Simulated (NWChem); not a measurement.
The numbers come from NWChem runs, not from measurements. System: H2Be, charge 0, spin multiplicity 1, at a geometry optimised with PBE/def2-SVP. The structure started from a generated list of species. Level: TDA-PBE0/aug-cc-pVDZ.

The NWChem input:

```
start mol
memory heap 200 mb stack 900 mb global 1100 mb
geometry units angstroms nocenter noautoz
  Be     0.000000     0.000000     0.000000
  H      0.000000     0.000000     1.344248
  H      0.000000     0.000000    -1.344248
  symmetry group D2h
end
basis spherical
  * library aug-cc-pvdz
end
dft
  xc pbe0
  semidirect memsize 60000000 filesize 0
  iterations 100
end
tddft
  cis
  nroots 5
  notriplet
  thresh 1e-4
end
task tddft energy
```

Part of the output:

```
             Northwest Computational Chemistry Package (NWChem) 7.3.0
             --------------------------------------------------------

                                NWChem Input Module
                                -------------------

 Scaling coordinates for geometry "geometry" by  1.889725989
 (inverse scale =  0.529177249)

 Turning off AUTOSYM since
 SYMMETRY directive was detected!

                             Geometry "geometry" -> ""
                             -------------------------

 Output coordinates in angstroms (scale by  1.889725989 to convert to a.u.)

  No.       Tag          Charge          X              Y              Z
 ---- ---------------- ---------- -------------- -------------- --------------
    1 Be                   4.0000     0.00000000     0.00000000     0.00000000
    2 H                    1.0000     0.00000000     0.00000000     1.34424800
    3 H                    1.0000     0.00000000     0.00000000    -1.34424800

 Effective nuclear repulsion energy (a.u.)       3.3461136758

            Nuclear Dipole moment (a.u.)
            ----------------------------
        X                 Y               Z
 ---------------- ---------------- ----------------
     0.0000000000     0.0000000000     0.0000000000

      Symmetry information
      --------------------

 Group name             D2h
 Group number             26
 Group order               8
 No. of unique centers     2

      Symmetry unique atoms

     1    2


 Summary of "ao basis" -> "" (spherical)
 ------------------------------------------------------------------------------
       Tag                 Description            Shells   Functions and Types
 ---------------- ------------------------------  ------  ---------------------
 *                        aug-cc-pvdz                 on all atoms

                                 NWChem DFT Module
                                 -----------------

 Summary of "ao basis" -> "ao basis" (spherical)
 ------------------------------------------------------------------------------
       Tag                 Description            Shells   Functions and Types
[...]
     Occ.    3  b1u ---  Virt.    8  b3u     -0.10763
     Occ.    3  b1u ---  Virt.    9  b2u     -0.09842
  ----------------------------------------------------------------------------
  Root   3 singlet b3u            0.293541055 a.u.                7.9877 eV
  ----------------------------------------------------------------------------
     Transition Moments    X  1.08009   Y  0.84279   Z -0.00000
     Transition Moments   XX  0.00000  XY -0.00000  XZ  0.00000
     Transition Moments   YY -0.00000  YZ  0.00000  ZZ  0.00000
     Dipole Oscillator Strength                    0.3672965361
     Electric Quadrupole                           0.0000000000
     Magnetic Dipole                               0.0000000000
     Total Oscillator Strength                     0.3672965361

          sigma_e =   2.2923 Angstrom
          sigma_h =   1.4621 Angstrom
         |d_h->e| =   0.0000 Angstrom
            d_exc =   2.7917 Angstrom
            d_CD1 =   0.8302 Angstrom
            d_CD2 =  -1.8772 Angstrom
            d_CD3 =   2.7917 Angstrom
     Pearson C.C. =  -0.0598

     Occ.    2  ag  ---  Virt.    4  b3u     -0.78122
     Occ.    2  ag  ---  Virt.    5  b2u     -0.60958
     Occ.    3  b1u ---  Virt.   13  b3g      0.06334
     Occ.    3  b1u ---  Virt.   14  b2g     -0.08118
  ----------------------------------------------------------------------------
  Root   4 singlet b2u            0.293541055 a.u.                7.9877 eV
  ----------------------------------------------------------------------------
     Transition Moments    X -0.84279   Y  1.08009   Z  0.00000
     Transition Moments   XX -0.00000  XY  0.00000  XZ -0.00000
     Transition Moments   YY -0.00000  YZ  0.00000  ZZ  0.00000
     Dipole Oscillator Strength                    0.3672965356
     Electric Quadrupole                           0.0000000000
     Magnetic Dipole                               0.0000000000
     Total Oscillator Strength                     0.3672965356

          sigma_e =   2.2923 Angstrom
          sigma_h =   1.4621 Angstrom
         |d_h->e| =   0.0000 Angstrom
            d_exc =   2.7917 Angstrom
            d_CD1 =   0.8302 Angstrom
            d_CD2 =  -1.8772 Angstrom
            d_CD3 =   2.7917 Angstrom
     Pearson C.C. =  -0.0598

     Occ.    2  ag  ---  Virt.    4  b3u      0.60958
     Occ.    2  ag  ---  Virt.    5  b2u     -0.78122
     Occ.    3  b1u ---  Virt.   13  b3g      0.08118
     Occ.    3  b1u ---  Virt.   14  b2g      0.06334
  ----------------------------------------------------------------------------
  Root   5 singlet b1u            0.305288442 a.u.                8.3073 eV
  ----------------------------------------------------------------------------
     Transition Moments    X -0.00000   Y  0.00000   Z -0.32602
     Transition Moments   XX  0.00000  XY -0.00000  XZ  0.00000
     Transition Moments   YY  0.00000  YZ -0.00000  ZZ  0.00000
     Dipole Oscillator Strength                    0.0216327167
     Electric Quadrupole                           0.0000000000
     Magnetic Dipole                               0.0000000000
     Total Oscillator Strength                     0.0216327167

          sigma_e =   4.3290 Angstrom
          sigma_h =   1.4986 Angstrom
         |d_h->e| =   0.0000 Angstrom
            d_exc =   4.5292 Angstrom
            d_CD1 =   2.8304 Angstrom
            d_CD2 =  -2.9138 Angstrom
            d_CD3 =   4.5292 Angstrom
     Pearson C.C. =   0.0364

     Occ.    3  b1u ---  Virt.    6  ag       0.97680
     Occ.    3  b1u ---  Virt.   10  ag      -0.20249

              Target root =      1
          Target symmetry = none
      Ground state energy =    -15.870424850506
        Excitation energy =      0.229917815008
     Excited state energy =    -15.640507035498

  stored tddft:energy   -15.640507035497979

 Task  times  cpu:        3.2s     wall:        3.2s

 Total times  cpu:        3.2s     wall:        3.2s
```
